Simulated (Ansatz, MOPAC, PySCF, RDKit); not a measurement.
Pair of molecules: C2H2 (SMILES C#C) (first 4 atoms) with C2H6O (SMILES COC); geometry from B3LYP-D3(BJ)/def2-TZVP, rigid monomers moved along the line of their centres of mass till H4···O6 is 2.44 Å.
(charge 0, multiplicity 1):
```xyz
13

C      0.5363     0.0417    -0.2194
C      0.0530     0.0058     0.8766
H      0.9640     0.0733    -1.1915
H     -0.3742    -0.0248     1.8575
C     -0.5265     1.3835     4.6735
O     -0.8038     0.0608     4.2578
C      0.0541    -0.8892     4.8584
H      0.4972     1.6773     4.4104
H     -0.6562     1.4922     5.7571
H     -1.2290     2.0390     4.1617
H      1.1034    -0.6953     4.6036
H     -0.2302    -1.8692     4.4794
H     -0.0501    -0.8808     5.9500
```

| level | interaction energy (kcal/mol) | cost |
|---|---|---|
| MMFF94 | -1.04 | - |
| UFF | -0.14 | - |
| AM1 | -1.20 | - |
| PM7 | -1.75 | - |
| HF/3-21G (no counterpoise) | -6.07 | - |
| HF/aug-cc-pVDZ | -1.99 | - |
| PBE/def2-TZVPPD | -2.36 | ×1 |
| PBE-D3(BJ)/def2-TZVPPD | -3.16 | ×1 |
| BP86/6-31G* (no counterpoise) | -2.99 | - |
| r2SCAN/def2-TZVPPD | -2.51 | ×1 |
| B3LYP/6-31G* | -2.15 | - |
| B3LYP-D3(BJ)/def2-TZVPPD | -3.13 | ×2 |
| B3LYP-D4/def2-TZVPPD | -3.04 | ×2 |
| PBE0-D3(BJ)/def2-TZVPPD | -3.18 | ×2 |
| wB97M-V/def2-TZVPPD | -2.94 | ×3 |
| MP2/6-31G* | -2.58 | - |
| MP2/aug-cc-pVDZ | -2.88 | - |
| SCS-MP2/aug-cc-pVDZ | -2.53 | - |
| CCSD/aug-cc-pVDZ | -2.63 | - |
| CCSD(T)/aug-cc-pVDZ | -2.80 | ×30 |

The rows run from -6.07 (HF/3-21G (no counterpoise)) to -0.14 kcal/mol (UFF). In aug-cc-pVDZ the value moves HF -1.99, MP2 -2.88, CCSD -2.63, CCSD(T) -2.80, a shift of -0.80 from HF to CCSD(T). The dispersion term adds -0.80 in PBE-D3(BJ). The 3 functionals in def2-TZVPPD without D3 or D4 span 0.58, from wB97M-V to PBE.

Counterpoise-corrected where a basis set is named; no monomer relaxation. Rows marked so take none. RDKit's UFF carries no charges.

Frozen-core correlation. Rows in 3-21G, 6-31G* carry no dispersion term and start afresh at each structure (6-31G* with six Cartesian d functions). MP2/6-31G* freezes PySCF's default core. The state that AM1, PM7 reach isn't checked; PM7 holds dispersion and hydrogen-bond terms.

Programs: Ansatz (Gaussian basis) for Hartree–Fock, density functionals and correlated methods; MOPAC for AM1, PM7 (differences of heats of formation); PySCF for 3-21G rows, 6-31G* rows, the dispersion terms; RDKit for the force fields. Values without a source in brackets are computed.

Costs are rough ratios of core time to PBE/def2-TZVPPD (about 16 s over the structures, on one shared machine); a dash marks a level with no comparable run of its own.

Ansatz is a quantum-chemistry and plane-wave program.
